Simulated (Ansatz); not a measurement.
`[F][AlH][CH2]CCl` and `[CH3][AlH][CH2]CCl` differ in one atom or group.

Ansatz, PBE0-D4/def2-TZVP geometries, multiplicity 1. Each molecule was computed in one conformer, which needn't be the lowest.

```csv
property,`[F][AlH][CH2]CCl`
HOMO–LUMO gap (B3LYP/def2-TZVPP) / eV,6.41
LUMO energy (PBE/def2-TZVPP) / eV,-1.93
LUMO energy (ωB97M-V/def2-TZVPP) / eV,0.39
HOMO energy (ωB97M-V/def2-TZVPP) / eV,-10.26
HOMO energy (PBE/def2-TZVPP) / eV,-6.73
size of the dipole moment (B3LYP/def2-TZVPP) / D,1.67
```

(1) What does the change do to each property? (An estimate is asked.)

Answers

(1) Ansatz gave: 
```
                                        property  `[CH3][AlH][CH2]CCl`  shift
           HOMO–LUMO gap (B3LYP/def2-TZVPP) / eV                  6.03  -0.38
               LUMO energy (PBE/def2-TZVPP) / eV                 -1.96  -0.03
           LUMO energy (ωB97M-V/def2-TZVPP) / eV                  0.36  -0.03
           HOMO energy (ωB97M-V/def2-TZVPP) / eV                 -9.86   0.40
               HOMO energy (PBE/def2-TZVPP) / eV                 -6.40   0.33
size of the dipole moment (B3LYP/def2-TZVPP) / D                  2.32   0.65
```

Dipoles are sizes alone; their direction can turn.

B3LYP here is the variant with VWN-RPA as its local correlation; programs differ in this.
